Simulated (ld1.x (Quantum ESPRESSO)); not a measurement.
## What one change does to a pseudopotential (carbon (C), TM)

- Element: carbon (C)
- Generator: ld1.x (Quantum ESPRESSO) 7.5
- Type: norm-conserving Troullier–Martins (Kleinman–Bylander form)
- Functional: PBE
- Relativity: non-relativistic
- Frozen core: [He]
- Valence charge: 4
- Reference configuration: 2s2 2p2
- Partial waves: 2s (bound): rc 1.10 bohr; 3d channel at 0.4 Ry: rc 3.35 bohr; 2p (bound): rc 3.20 bohr
- Local potential: the p channel
- Core correction: Bessel-smoothed model core inside 1.05 bohr

All-electron outer shells of the reference configuration (PBE, non-relativistic, ld1.x):

```json
{"shell": "2s", "level (eV)": "-13.74", "outermost node (bohr)": "0.38", "outermost maximum (bohr)": "1.22"}
{"shell": "2p", "level (eV)": "-5.29", "outermost node (bohr)": "–", "outermost maximum (bohr)": "1.20"}
```

Change: all radii but the core radius scaled by about 1.08 (s 1.18, p 3.46, d 3.62 bohr).

Cutoffs: the cutoffs (Ry, on a coarse ladder) from which the occupation-weighted sum of valence levels, in a spherical-Bessel basis at the reference potential, stays within 10 and 1 mRy of its value at 400 Ry; they do not see the model core or the augmentation charge, which bear on the density cutoff. Errors are all-electron minus pseudo energies relative to the spin-unpolarised reference configuration.

Question: How do hardness, ghosts and transferability respond?

Answer: The potential gets neither clearly harder nor softer (35 Ry and 90 Ry → 35 Ry and 90 Ry); of the 7 tests that both files solve, the error grows in 6 and shrinks in 1 by more than 15 % and 0.3 meV (median size 141.6 → 196.2 meV); neither file shows a bound ghost.

| quantity | base | changed |
| --- | --- | --- |
| cutoff, loose | 35 Ry | 35 Ry |
| cutoff, tight | 90 Ry | 90 Ry |
| bound ghosts | none | none |
| error for 2s2 2p1, meV [ΔE 10.87 eV] | +142 | +196 |
| error for 2s2 2p0, meV [ΔE 35.02 eV] | +1339 | +1700 |
| error for 2s1 2p0, meV [ΔE 83.20 eV] | +2578 | +3228 |
| error for 2s2 2p1.5, meV [ΔE 3.97 eV] | +17 | +26 |
| error for 2s1 2p3, meV [ΔE 8.46 eV] | -47 | -64 |
| error for 2s2 2p2.3, meV [ΔE -1.16 eV] | -1.0 | -0.4 |
| error for 2s1 2p2, meV [ΔE 19.60 eV] | -224 | -264 |
